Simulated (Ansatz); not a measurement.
O₃ (SMILES O=[O+][O-]), singlet, geometry from GFN2-xTB. Base run: Ansatz (a quantum-chemistry and plane-wave program) with MP2/6-31G*.

Input for Ansatz:
Ansatz 0.2 input:
```yaml
crystal:
  periodic: [false, false, false]
  atoms:
    - {symbol: O, position_ang: [-0.06945708, 1.07326302, -0.18881454]}
    - {symbol: O, position_ang: [0.00362457, -0.00592030, 0.40975419]}
    - {symbol: O, position_ang: [0.06583251, -1.06734272, -0.22093965]}
basis:
  gaussian:
    orbitals: 6-31G*
magnetization: {spin_polarized: false}
correlation: {method: mp2}
```

Variants of this job, named by their change:

| change | basis functions | E (Eh) | MP2 correlation (Eh) |
|---|---|---|---|
| base | 45 | -224.86057 | -0.60255 |
| basis = def2-SV(P) | 42 | -224.68677 | -0.61760 |
| basis = pc-1 | 42 | -224.80857 | -0.62104 |
| basis = pcseg-1 | 42 | -224.80943 | -0.62167 |
| basis = def2-SVP | 42 | -224.68677 | -0.61760 |
| basis = 6-31G** | 45 | -224.86057 | -0.60255 |
| basis = aug-pcseg-1 | 69 | -224.84701 | -0.63686 |
| basis = def2-SVPD | 69 | -224.72596 | -0.63925 |
| basis = aug-cc-pVDZ | 69 | -224.95134 | -0.65047 |
| basis = pcseg-2 | 90 | -225.09863 | -0.74830 |
| basis = def2-TZVP | 93 | -225.12285 | -0.75994 |
| basis = def2-TZVPD | 120 | -225.12877 | -0.76436 |
| basis = cc-pVQZ | 165 | -225.18708 | -0.81741 |

Totals compare only among sets that treat the same electrons; sets with core potentials leave the core out.
